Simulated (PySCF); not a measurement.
Work out the structure from these simulated measurements.

Elements present: C, H, S and Si. Monoisotopic mass: 222.0932 u.

* 1H NMR: chemical shifts (computed TMS as zero) by class: 5.30 (1 H), 2.55 (2 H), 2.36 (2 H), 1.98 (2 H), 1.44 (2 H), 1.14 (2 H), 0.99 (6 H), 0.91 (2 H), 0.47 (3 H) ppm [GIAO B97-2/pcSseg-1]
* Rotational structure: rotational constants A, B, C: 1.318, 0.203, 0.198 GHz [PBE0-D3(BJ)/def2-SVP]
* UV, strongest line: among the 10 lowest singlet transitions: S8 at 7.10 eV (175 nm, f = 0.040) [TDDFT wB97X-D/def2-SVPD]
* Dipole: 2.88 D [wB97X-D/def2-SVPD]
* NMR, other nuclei: isotropic shieldings of nuclei other than C and H, by class: 337 (1 Si), 644 (2 S) ppm [GIAO B97-2/pcSseg-1]
* UV, first state: lowest singlet excitation: 5.74 eV (216 nm, f = 0.002) [TDDFT wB97X-D/def2-SVPD]
* 13C NMR: chemical shifts (computed TMS as zero) by class: 35.7 (2 C), 34.6 (2 C), 23.8 (2 C), 16.5 (2 C), 1.7 (1 C) ppm [GIAO B97-2/pcSseg-1]
* Polarisability: 182.1 au [wB97X-D/def2-SVPD]
* Triplet: lowest triplet excitation (Tamm–Dancoff): 5.39 eV [TDA wB97X-D/def2-SVPD]

The electronic properties come from PySCF, for the isolated species, density fitting. Levels stand in brackets. NMR shifts are as computed; neighbouring signals can stand in another order in a measured spectrum. Geometry: PBE0-D3(BJ)/def2-SVP, one conformer, isolated molecule. NMR classes are plain means over equivalent atoms (diastereotopic ones count apart unless rotation or inversion swaps them), as if these changed places fast.

Task: Which formula fits the mass and the elements?

Result: C9H22S2Si (calculated 222.0932). No other formula that holds each of these elements comes within 0.0003 u with a fitting electron parity and a possible valence count.

Task: What is the compound? Reason from the data.

Result: Numbering: `[CH3:1][CH2:2][CH2:3][CH2:4][S:5][SiH:6]([CH3:7])[S:8][CH2:9][CH2:10][CH2:11][CH3:12]`. Its formula, C9H22S2Si, gives 0 degrees of unsaturation, so no ring and no π bond. 9 carbons fall into 5 classes; from least to most shielded: chain CH2 carbon [C3/C10] (35.7 ppm, 2 C), sp3 carbon bound to sulfur [C4/C9] (34.6 ppm, 2 C, up to 2.1 ppm apart in this geometry), chain CH2 carbon [C2/C11] (23.8 ppm, 2 C), methyl carbon [C1/C12] (16.5 ppm, 2 C), Si-methyl carbon [C7] (1.7 ppm). Hydrogen classes from least to most shielded: 1 H on an SiH silicon, Si6 (5.30 ppm), 2 H on 2 like atoms (sp3 carbon bound to sulfur), C4/C9 (2.55 ppm), 2 H on 2 like atoms (sp3 carbon bound to sulfur), C4/C9 (2.36 ppm), 2 H on 2 chain CH2 carbons, C2/C11 (1.98 ppm), 2 H on 2 chain CH2 carbons, C3/C10 (1.44 ppm), 2 H on 2 chain CH2 carbons, C3/C10 (1.14 ppm), 6 H on 2 methyl carbons, C1/C12 (0.99 ppm), 2 H on 2 chain CH2 carbons, C2/C11 (0.91 ppm), 3 H on an Si-methyl carbon, C7 (0.47 ppm). The other shieldings belong to: 337 ppm, SiH silicon [Si6]; 644 ppm, sulfur bonded to C and Si [S5/S8]. The optimised geometry has point group C1 and is an asymmetric top. Structure: MeHSi(SBu)2, `CCCCS[SiH](C)SCCCC`. The assignments are read from this structure; whether some other isomer fits the data as well wasn't checked.
